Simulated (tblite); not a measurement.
Compound: C₅H₁₁ClGe₂.
SMILES with atom numbers: `[Cl:1][C@@H:2]1[CH:3]=[CH:4][CH2:5][C@@H:6]1[GeH2:7][GeH3:8]` (hydrogens: H9 on C2; H10 on C3; H11 on C4; H12, H13 on C5; H14 on C6; H15, H16 on Ge7; H17, H18, H19 on Ge8)

Computed with GFN2-xTB (tblite), gas phase: L-BFGS steps from a force-field or distance-geometry start until the largest atomic force falls under 0.01 eV/Å.

Step 20: E = -672.1824 eV
```
atom  x, y, z in Å  |  force x, y, z in eV/Å
Cl1    -0.4435   -0.6599    2.0176   -0.009   0.028   0.018
C2     -0.6927    0.7251    0.8932    0.028  -0.012   0.001
C3     -2.1510    0.9919    0.7465   -0.002  -0.013   0.007
C4     -2.6031    0.5602   -0.4207   -0.010  -0.039   0.040
C5     -1.5242   -0.0594   -1.2496    0.007   0.022  -0.007
C6     -0.2340    0.3253   -0.5070    0.005   0.019  -0.008
Ge7     1.1607   -1.0962   -0.5064   -0.034   0.039  -0.010
Ge8     3.1075   -0.4082    0.6773    0.006   0.008   0.000
H9     -0.1251    1.5463    1.3336    0.010  -0.010  -0.028
H10    -2.7293    1.4386    1.5359    0.020   0.007   0.007
H11    -3.6241    0.6107   -0.7578    0.002  -0.016  -0.015
H12    -1.5293    0.3054   -2.2776    0.003  -0.030  -0.006
H13    -1.6603   -1.1473   -1.2795   -0.019   0.046  -0.015
H14     0.1869    1.2195   -0.9788   -0.031   0.004  -0.012
H15     0.5789   -2.4248   -0.1130   -0.009  -0.031  -0.001
H16     1.4760   -1.2952   -1.9811    0.051   0.011   0.017
H17     2.8864   -0.1230    2.1291    0.001  -0.010   0.008
H18     3.6574    0.8712    0.1116   -0.009  -0.014   0.005
H19     4.2530   -1.3711    0.6192   -0.008  -0.010   0.000
```

Step 21: E = -672.1829 eV
```
atom  x, y, z in Å  |  force x, y, z in eV/Å
Cl1    -0.4433   -0.6595    2.0174   -0.007   0.036   0.009
C2     -0.6927    0.7258    0.8912    0.047  -0.021   0.031
C3     -2.1504    0.9916    0.7467   -0.022  -0.008   0.003
C4     -2.6039    0.5583   -0.4194   -0.013  -0.010   0.043
C5     -1.5255   -0.0588   -1.2493    0.003   0.009  -0.034
C6     -0.2354    0.3253   -0.5088    0.026   0.033   0.002
Ge7     1.1597   -1.0943   -0.5063   -0.012   0.017  -0.016
Ge8     3.1078   -0.4093    0.6794    0.000   0.007  -0.003
H9     -0.1241    1.5463    1.3318    0.008  -0.009  -0.030
H10    -2.7285    1.4377    1.5362    0.018   0.010   0.014
H11    -3.6246    0.6105   -0.7559   -0.009  -0.023  -0.017
H12    -1.5316    0.3047   -2.2776    0.001  -0.013  -0.015
H13    -1.6615   -1.1457   -1.2809   -0.019   0.012  -0.009
H14     0.1867    1.2187   -0.9812   -0.036   0.009  -0.012
H15     0.5769   -2.4230   -0.1141   -0.008  -0.032  -0.003
H16     1.4804   -1.2941   -1.9810    0.044   0.014   0.030
H17     2.8902   -0.1230    2.1319   -0.003  -0.011   0.004
H18     3.6561    0.8699    0.1119   -0.005  -0.012   0.006
H19     4.2541   -1.3717    0.6207   -0.013  -0.008  -0.003
```

Question: Estimate the geometry and energy of step 22. (The exact step hangs on the optimiser's Hessian estimate; all steps are aligned on step 21, rigid shifts and turns removed.)

Answer: E = -672.1834 eV, largest force 0.060 eV/Å
```
atom  x, y, z in Å  |  force x, y, z in eV/Å
Cl1    -0.4433   -0.6583    2.0175   -0.001   0.033   0.003
C2     -0.6921    0.7261    0.8898    0.040  -0.018   0.041
C3     -2.1499    0.9911    0.7471   -0.028  -0.005   0.004
C4     -2.6049    0.5561   -0.4177   -0.010   0.017   0.028
C5     -1.5266   -0.0580   -1.2495   -0.004  -0.004  -0.042
C6     -0.2364    0.3258   -0.5103    0.030   0.033   0.005
Ge7     1.1584   -1.0922   -0.5065    0.013  -0.015  -0.010
Ge8     3.1079   -0.4103    0.6812   -0.009   0.001  -0.002
H9     -0.1229    1.5462    1.3296    0.010  -0.001  -0.027
H10    -2.7274    1.4371    1.5369    0.016   0.011   0.019
H11    -3.6253    0.6098   -0.7546   -0.015  -0.029  -0.013
H12    -1.5337    0.3037   -2.2780   -0.002   0.007  -0.021
H13    -1.6629   -1.1440   -1.2826   -0.016  -0.021  -0.001
H14     0.1858    1.2182   -0.9835   -0.035   0.021  -0.012
H15     0.5750   -2.4219   -0.1152   -0.004  -0.022  -0.008
H16     1.4854   -1.2929   -1.9802    0.037   0.016   0.035
H17     2.8936   -0.1234    2.1343   -0.006  -0.011   0.001
H18     3.6547    0.8684    0.1123    0.000  -0.006   0.005
H19     4.2547   -1.3724    0.6221   -0.018  -0.007  -0.006
```

The energy changes by -0.0005 eV. The first-order estimate −F·Δx gives -0.0007 eV and the mean of the old and new forces, exact on a quadratic surface, -0.0005 eV. The step makes an angle of 65° with the force vector and moves no atom by more than 0.005 Å.

The cost below is that of the whole relaxation. The run took 1.6 s of wall time on one thread, Arm Neoverse N1 (aarch64), shared host with 64 logical CPUs at a one-minute load of 62.
